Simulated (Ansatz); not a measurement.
(CuH)n: B3LYP-D4/6-31G single points in Ansatz on relaxed structures, gas phase. Each cluster is the lowest isomer that a short search found in that spin, judged at the geometry's level, and lower ones may exist. Binding counts from free atoms in the multiplicity of their measured ground term, without zero-point energy. Singlets are spin-restricted. The structures are stationary points that may keep the symmetry of their start.

Q: Estimate the order by LUMO (eV), lowest first.
A. Cu5H5 (singlet)
B. Cu2H2 (singlet)
C. (CuH)2 ring (Cu2H2) (singlet)

A: B (-2.96), C (-2.52), A (-2.09).

In full:

| species | atoms | state | geometry | HOMO (eV) | LUMO (eV) | gap (eV) | binding per atom (eV) | lowest of the spins relaxed | point group (within 0.1 Å) |
| --- | --- | --- | --- | --- | --- | --- | --- | --- | --- |
| (CuH)2 ring (Cu2H2) | 4 | singlet | r2SCAN-D4/def2-TZVP | -4.61 | -2.52 | 2.09 | 1.95 | – | D2h |
| Cu2H2 | 4 | singlet | PBE0-D4/def2-TZVP | -5.19 | -2.96 | 2.23 | 1.98 | singlet, of singlet/triplet/quintet | Cs |
| Cu5H5 | 10 | singlet | PBE-D4/def2-SVP | -5.95 | -2.09 | 3.87 | 2.83 | singlet, of singlet/triplet/quintet | – |

The gap (eV) runs from 2.09 ((CuH)2 ring) to 3.87 (Cu5H5). The binding per atom (eV) runs from 1.95 ((CuH)2 ring) to 2.83 (Cu5H5).
